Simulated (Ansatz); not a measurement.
`[SH][Cd][Cl]` + HCl → `[Cl][Cd][Cl]` + H₂S at 600 K and 1 bar (ligand exchange at a Cd–S bond).

Calculated with Ansatz (gas phase, PBE0-D4/def2-TZVP geometries, no zero-point term in ΔE). CCSD(T)/CBS is the MP2 limit (def2-TZVPP, def2-QZVPP) plus CCSD(T) − MP2 in def2-TZVPP, frozen cores. This one scheme is used for every species. Elements past krypton have def2 core potentials. For Cd outer-core shells are correlated without core-valence functions, which leaves a few kJ/mol of doubt a bond. Each species was taken in one conformer, which may not be the lowest.

| species | CCSD(T)/CBS energy (Eh) | H − E (kJ/mol) | S (J/(mol·K)) |
| --- | --- | --- | --- |
| `[SH][Cd][Cl]` | -1025.94547 | 62.8 | 364.7 |
| HCl | -460.38127 | 35.4 | 207.2 |
| `[Cl][Cd][Cl]` | -1087.36358 | 38.1 | 328.2 |
| H₂S | -398.97279 | 60.8 | 230.9 |

H − E and S are ideal-gas, rigid-rotor, harmonic terms from PBE0-D4/def2-TZVP, for one conformer and one mirror image of each species. 1 Eh = 2625.50 kJ/mol, R = 8.31446 J/(mol·K).

Q: By hand: ΔE, ΔH, ΔS and ΔG.

A: ΔE = (-1087.36358) + (-398.97279) − (-1025.94547) − (-460.38127) = -0.00963 Eh = -25.3 kJ/mol. Δ(H − E) = 38.1 + 60.8 − 62.8 − 35.4 = 0.7, so ΔH = -24.6 kJ/mol. ΔS = 328.2 + 230.9 − 364.7 − 207.2 = -12.8 J/(mol·K). ΔG = -24.6 − 600 × (-12.8)/1000 = -16.9 kJ/mol.

Q: By hand: the equilibrium constant, and the temperature at which ΔG would vanish if ΔH and ΔS stayed fixed.

A: log₁₀ K = −ΔG/(RT ln 10) = 1.5. ΔG = 0 at ΔH/ΔS = 1922 K, though so small a ΔS makes that figure unsure.

The number of gas molecules stays the same, so ΔS is small and ΔH decides. A doubt of 5 kJ/mol in ΔE shifts log₁₀ K by 0.4 here. Other conformers and mirror images would add mixing entropy, several J/(mol·K) or more a flexible species. These are equilibria of isolated gas molecules and say nothing of rates. Largest T1 diagnostic: 0.013 (customary marks: 0.02 for closed shells, 0.045 for open ones).
